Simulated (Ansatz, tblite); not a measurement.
Cost and result up the ladder for (4-phenylthiophenyl)diphenylsulfonium hexafluorophosphate, `F[P-](F)(F)(F)(F)F.c1ccc(Sc2ccc([S+](c3ccccc3)c3ccccc3)cc2)cc1` (52 atoms). Total charge 0; singlet. Geometry: PBE-D4/def2-SVP.

Cartesian coordinates in Å:
```
F 3.868 0.273 -4.250
P 4.219 -0.139 -2.714
F 5.206 -1.343 -3.190
F 2.921 -1.212 -2.718
F 5.446 0.928 -2.637
F 4.495 -0.560 -1.107
F 3.163 1.054 -2.164
C -6.615 2.105 0.878
C -5.968 3.188 0.263
C -5.072 2.966 -0.794
C -4.829 1.652 -1.237
S -3.735 1.373 -2.627
C -2.227 0.865 -1.846
C -2.010 0.907 -0.451
C -0.782 0.498 0.080
C 0.224 0.043 -0.787
S 1.845 -0.486 -0.267
C 1.656 -2.174 0.309
C 2.815 -2.954 0.143
C 2.772 -4.297 0.544
C 1.592 -4.841 1.077
C 0.438 -4.049 1.207
C 0.460 -2.702 0.817
C 2.211 0.470 1.204
C 3.024 1.590 0.958
C 3.386 2.397 2.046
C 2.957 2.075 3.344
C 2.166 0.936 3.569
C 1.788 0.116 2.495
C 0.040 0.025 -2.184
C -1.190 0.428 -2.704
C -5.486 0.564 -0.629
C -6.373 0.794 0.432
H -7.318 2.282 1.706
H -6.160 4.216 0.608
H -4.555 3.806 -1.282
H -2.801 1.270 0.220
H -0.606 0.560 1.165
H 3.713 -2.504 -0.309
H 3.666 -4.926 0.421
H 1.565 -5.898 1.380
H -0.490 -4.485 1.607
H -0.445 -2.080 0.887
H 3.370 1.796 -0.067
H 4.025 3.277 1.876
H 3.254 2.709 4.193
H 1.847 0.675 4.589
H 1.194 -0.794 2.664
H 0.866 -0.297 -2.837
H -1.348 0.413 -3.794
H -5.297 -0.456 -0.996
H -6.886 -0.056 0.908
```

Ansatz on 2 threads of AMD EPYC 7R13 on a shared host and a share (18 GiB) of an NVIDIA H100 80GB HBM3; xTB runs through tblite on one thread. Times are rough, summed over both states, and most runs start from the orbitals of an earlier one. PBE0-D4/def2-SVP serves as the yardstick here, not as an exact answer. The other state is a triplet.

The xTB rows come from tblite. Single mean-field runs in def2-SVP are fitted with def2-universal-jkfit.

xTB has no spin-polarisation term.

```json
{"level": "PBE-D4/def2-SVP", "functions": "569", "vertical triplet (eV)": "3.24", "difference from PBE0-D4/def2-SVP (eV)": "-0.21"}
{"level": "PBE0-D4/def2-SVP (with forces)", "functions": "569", "vertical triplet (eV)": "3.45", "difference from PBE0-D4/def2-SVP (eV)": "0.00"}
{"level": "GFN2-xTB", "functions": "166", "vertical triplet (eV)": "3.22", "difference from PBE0-D4/def2-SVP (eV)": "-0.22"}
{"level": "GFN1-xTB", "functions": "185", "vertical triplet (eV)": "3.36", "difference from PBE0-D4/def2-SVP (eV)": "-0.08"}
```

Task: Estimate how long each takes.

Result: GFN2-xTB 0.46 s; GFN1-xTB 0.56 s; PBE-D4/def2-SVP 29 s; PBE0-D4/def2-SVP (with forces) 42 s. On shared hardware such times vary by a factor of up to 3.
